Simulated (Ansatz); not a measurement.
The cluster SiSn2⁻ was relaxed with r2SCAN-D4 (def2-TZVPD) in Ansatz in these states: charge -1 doublet, charge -1 quartet. The geometries follow in no particular order.

In the def2 sets Sn takes a core potential; there is no spin–orbit coupling.

A:

```xyz
3

Si    0.7330   -1.0677    0.3749
Sn   -1.3923   -0.3729   -0.7597
Sn    0.6593    1.4406    0.3848
```

B:

```xyz
3

Si    1.0241    0.1116   -0.8843
Sn    0.1277    1.0377    1.3205
Sn   -1.1518   -1.1493   -0.4362
```

Problem. Judge from the bond lengths which geometry belongs to which state (an estimate).

Solution. A is the charge -1 doublet (Sn2–Sn3 2.968 Å, Si1–Sn2 2.507 Å, Si1–Sn3 2.509 Å); B is the charge -1 quartet (Sn2–Sn3 3.083 Å, Si1–Sn2 2.554 Å, Si1–Sn3 2.554 Å).

At r2SCAN-D4/def2-TZVPD the highest occupied level of the charge -1 quartet lies above zero (up to 0.75 eV). The electron is either unbound and held by the finite basis, or the level is raised by self-interaction error. At PBE0-D4/def2-TZVPD a doublet lies 1.25 eV below the charge -1 quartet. These are the stationary points nearest to one start from a short search; other shapes may lie lower in each state.
